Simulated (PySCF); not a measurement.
Isomers of C3H5N. Isolated molecules, 0 K electronic values unless said otherwise. One relaxed conformer stands for each flexible species; it need not be the lowest. Strings in code marks are SMILES.

The dipole moment from two functionals at the same geometries (PBE0-D4/def2-TZVP), both in PySCF: PBE-D3(BJ)/def2-TZVP and PBE0-D4/def2-TZVP. 

```json
[
 {"species": "`C=C=NC`", "PBE-D3(BJ)/def2-TZVP (D)": "1.35", "PBE0-D4/def2-TZVP (D)": "1.40"},
 {"species": "`C(#CN)C`", "PBE-D3(BJ)/def2-TZVP (D)": "1.36", "PBE0-D4/def2-TZVP (D)": "1.35"},
 {"species": "`CC=C=N`", "PBE-D3(BJ)/def2-TZVP (D)": "1.57", "PBE0-D4/def2-TZVP (D)": "1.66"},
 {"species": "`N(C)C#C`", "PBE-D3(BJ)/def2-TZVP (D)": "1.90", "PBE0-D4/def2-TZVP (D)": "1.87"},
 {"species": "`C1CC1=N`", "PBE-D3(BJ)/def2-TZVP (D)": "2.24", "PBE0-D4/def2-TZVP (D)": "2.33"},
 {"species": "`C(C)C#N`", "PBE-D3(BJ)/def2-TZVP (D)": "4.03", "PBE0-D4/def2-TZVP (D)": "4.12"}
]
```

Over these rows, drawn at random from the members with no instability flagged (it was tested for open shells, ions and some series alone), PBE minus PBE0-D4: mean -0.04 D, from -0.10 D to +0.03 D.
